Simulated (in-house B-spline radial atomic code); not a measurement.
## BHandHLYP excitations of F VIII (F7+)

Method: BHandHLYP. Computed with a B-spline radial code for spherical atoms: linear response of the closed shell 1s2 with the functional's adiabatic kernel; scalar-relativistic (spin-free one-electron X2C), finite nucleus, no spin-orbit coupling, no double excitations, S, P, D and F terms only.

Command:
```bash
python run_td.py task.json out
```
Settings (radii: box in bohr, nucleus in fm):
```
Z                        9
electrons                2
configuration            1s2
hamiltonian              x2c
method                   bhandhlyp
box_radius               12.81
rms_radius               2.8976
intervals                71
```

Time taken, with all properties: 0.2 s on 1 thread of Intel(R) Xeon(R) Platinum 8375C CPU @ 2.90GHz (Ice Lake) (shared host).

The lowest states, in the order of their Tamm-Dancoff energies; the method's threshold (minus the highest occupied level) is 928.44 eV. Labels give the largest channel, * marks a mixed state, and oscillator strengths are full-response dipole values. Semilocal kernels can invert the small singlet-triplet splittings of Rydberg terms. Energies in eV:

```csv
state,full response,Tamm-Dancoff,oscillator strength
1s → 2s 3S,703.43,703.49,-
1s → 2p 3P,714.40,714.45,-
1s → 2s 1S,718.78,718.92,-
1s → 2p 1P,?,?,?
1s → 3s 3S,836.31,836.33,-
1s → 3d 3D,?,?,-
1s → 3p 3P,839.19,839.20,-
1s → 3s 1S,839.41,839.44,-
1s → 3d 1D,839.97,839.99,-
1s → 3p 1P,841.51,841.52,0.144
```

Question: Where does 1s → 2p 1P lie?

Answer: At 726.79 eV in full response, 726.85 eV in Tamm-Dancoff, oscillator strength 0.664.

Question: Where does 1s → 3d 3D lie?

Answer: At 837.68 eV in full response, 837.68 eV in Tamm-Dancoff.

Question: How large is the singlet-triplet splitting of 1s → 2s (S terms) in Tamm-Dancoff?

Answer: 15.4 eV, from the unrounded values.

Question: What polarisabilities and dispersion coefficient does the method give?

Answer: Dipole 0.00163 bohr³, quadrupole 7.881e-05 bohr⁵, C6 6.252e-05 hartree·bohr⁶ for two such species.
